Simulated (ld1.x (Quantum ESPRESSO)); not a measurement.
**Transferability test, TM potential for Be (Z = 4)**

beryllium (Be), norm-conserving Troullier–Martins (Kleinman–Bylander form), made with ld1.x (Quantum ESPRESSO) 7.5 (LDA (PZ), scalar-relativistic). Core none, reference 1s2 2s2 2p0. Waves: 2p (bound, empty): rc 4.20 bohr; 3d channel at 0.4 Ry: rc 4.25 bohr; 1s (bound): rc 0.30 bohr. Local part: the s channel. Core correction: none.

Occupied shells without a wave of their own: 2s. They enter only through the test configuration that unscreens the potential.

Energies are relative to the spin-unpolarised reference configuration 1s2 2s2 2p0; without spin polarisation the order of configurations can differ from experiment. Spin-polarised rows fill each open shell by Hund’s rule, majority spin first. Not all tests gave a result: 3 of 9 tests not solved or not reliable. Left out of the table: 1s2 2s1 2p1 (solver errors, printed error -13.3 eV); 1s2 2s0 2p1 (solver errors, printed error -4.0 eV); 1s2 2s0 2p2 (solver errors, printed error -14.2 eV).

| valence configuration | charge | ΔE all-electron (eV) | error AE − PS (meV) |
| --- | --- | --- | --- |
| 1s2 2s1 2p0 | +1 | 9.520 | +4.2 |
| 1s2 2s0 2p0 | +2 | 27.298 | +12 |
| 1s2 2s1 2p0 (spin-polarised) | +1 | 9.044 | +4.0 |
| 1s2 2s1.5 2p0 (spin-polarised) | +0.5 | 3.671 | +1.7 |

What are ΔE and the potential's error for 1s1 2s2 2p0?

ΔE = 126.721 eV all-electron; the error (AE − PS) is +3.6 meV.

What are ΔE and the potential's error for 1s2 2s1.5 2p0?

ΔE = 3.752 eV all-electron; the error (AE − PS) is +1.7 meV.

Levels in the configuration 1s1 2s2 2p0:

| level | all-electron (eV) | pseudo (eV) |
| --- | --- | --- |
| 1s | -149.449 | -149.422 |
| 2s | -17.893 | -17.881 |

A Bessel basis up to 400 Ry misses an occupied level by 0.03 Ry, so cutoffs and ghosts were not judged.
